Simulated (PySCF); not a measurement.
# Working with the constants of SbO

r²SCAN constants of SbO, ²Π (doublet), unpaired electrons π ↑ (PySCF, scalar-relativistic core potentials, basis sets Sb aug-cc-pVDZ-PP with ECP28, O aug-cc-pVDZ; masses 120.9038 and 15.9949 u):

- ωe: 832.1 cm⁻¹
- ωexe: 3.11 cm⁻¹
- Be: 0.3504 cm⁻¹
- αe: 0.00189 cm⁻¹
- D (centrifugal): 2.49e-07 cm⁻¹
- De to Sb + O: 3.96 eV

(1) Give the vibrational terms G(v) and spacings up to v = 6.

(2) How well does the Morse estimate ωe²/(4ωexe) reproduce De, and what is D0?

These are scalar-relativistic numbers at best; spin–orbit coupling would shift them, the dissociation energy most. The state was picked by a PBE0 search and need not be the measured ground state.

Results:

(1) G(v) = ωe(v+½) − ωexe(v+½)².

| v | G(v) (cm⁻¹) | G(v) − G(v−1) | Bv (cm⁻¹) |
| --- | --- | --- | --- |
| 0 | 415 |  | 0.3495 |
| 1 | 1241 | 826 | 0.3476 |
| 2 | 2061 | 820 | 0.3457 |
| 3 | 2874 | 813 | 0.3438 |
| 4 | 3681 | 807 | 0.3419 |
| 5 | 4482 | 801 | 0.3400 |
| 6 | 5277 | 795 | 0.3381 |

(2) It gives 6.90 eV, 174 % of the computed De. D0 = De − G(0) = 3.96 − 0.05 = 3.91 eV.
